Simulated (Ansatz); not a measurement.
The cluster Ta4. Total charge 0; singlet. Geometry PBE-D4/def2-SVP.

Cartesian coordinates in Å:
```
Ta -0.3163 -0.2993 1.5100
Ta 1.2873 -0.7910 -0.4324
Ta 0.2441 1.5409 -0.1886
Ta -1.2151 -0.4506 -0.8890
```

In the def2 sets Ta takes a core potential; there is no spin–orbit coupling. The structure comes from a short search, and lower isomers may exist.

Estimate the orbital energies around the gap (eV) in Ansatz with PBE-D4/def2-SVP, PBE-D4/def2-TZVPD, r2SCAN-D4/def2-TZVP, r2SCAN-D4/def2-TZVPD, PBE0-D4/def2-TZVPD.


```tsv
orbital	PBE-D4/def2-SVP	PBE-D4/def2-TZVPD	r2SCAN-D4/def2-TZVP	r2SCAN-D4/def2-TZVPD	PBE0-D4/def2-TZVPD
HOMO−13	-35.29	-35.31	-36.39	-36.40	-37.86
HOMO−12	-35.23	-35.25	-36.33	-36.33	-37.81
HOMO−11	-35.23	-35.25	-36.33	-36.33	-37.81
HOMO−10	-35.23	-35.25	-36.33	-36.33	-37.81
HOMO−9	-6.92	-6.89	-6.98	-6.99	-7.76
HOMO−8	-5.46	-5.41	-5.42	-5.42	-5.98
HOMO−7	-4.98	-4.95	-5.02	-5.02	-5.71
HOMO−6	-4.98	-4.95	-5.02	-5.02	-5.71
HOMO−5	-4.98	-4.95	-5.02	-5.02	-5.71
HOMO−4	-3.84	-3.81	-3.75	-3.76	-4.27
HOMO−3	-3.84	-3.81	-3.75	-3.76	-4.27
HOMO−2	-3.84	-3.81	-3.75	-3.76	-4.27
HOMO−1	-3.53	-3.50	-3.51	-3.52	-4.16
HOMO	-3.53	-3.50	-3.51	-3.52	-4.16
LUMO	-2.47	-2.52	-2.36	-2.38	-1.85
LUMO+1	-2.47	-2.52	-2.36	-2.38	-1.85
LUMO+2	-2.47	-2.52	-2.36	-2.38	-1.85
LUMO+3	-1.77	-1.84	-1.66	-1.72	-1.16
LUMO+4	-1.77	-1.84	-1.66	-1.72	-1.16
LUMO+5	-1.44	-1.55	-1.32	-1.38	-0.86
```
